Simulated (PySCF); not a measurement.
SMILES C(#N)/C=C\c1cccs1 (C7H5NS), singlet at its GFN2-xTB optimised geometry (Å):

```
14

N      1.1344    -3.4120     0.0001
C      0.1089    -2.8932     0.0001
C     -1.1684    -2.3185     0.0000
C     -1.4400    -0.9985     0.0000
C     -0.5018     0.0785     0.0000
C      0.8733     0.0785     0.0000
C      1.4234     1.3703     0.0000
C      0.4761     2.3494     0.0000
S     -1.1123     1.7147    -0.0001
H     -1.9785    -3.0360     0.0000
H     -2.4802    -0.6977    -0.0001
H      1.4629    -0.8194     0.0000
H      2.4802     1.5682     0.0000
H      0.6190     3.4120     0.0000
```

Computed with CAM-B3LYP/def2-TZVP run with PySCF.

Map of the deformation density (molecule minus spherical neutral atoms) (e/bohr³) on the plane z = 0.6 Å:

```
|333333333333333333333333333|
|333333333333333333333333333|
|333333333333333333333333333|
|333333333333333333333333333|
|333333333333322223333333333|
|333333333333224323333333333|
|333333333322225422333333333|
|333333333322421222233333333|
|333333334664653752222333333|
|333333334783322742532333333|
|333333333343100210432333333|
|333333332246300462223333333|
|333333332123343342223333333|
|333333322122286012233333333|
|333333223136233253233333333|
|333333235003111242233333333|
|333333222242112222233333333|
|333333322594112222333333333|
|333333322352211233333333333|
|333333323412501433333333333|
|333333323522306623333333333|
|333333322221117425433333333|
|333333332222223245433333333|
|333333333333333334333333333|
|333333333333333333333333333|
|333333333333333333333333333|
|333333333333333333333333333|
```
Scale: ten equal steps from -0.017 (start of '0') to 0.027 (end of '9'), in the order '0123456789'; x runs from -5.50 to 5.50, y from -5.50 (bottom) to 5.50 (top).
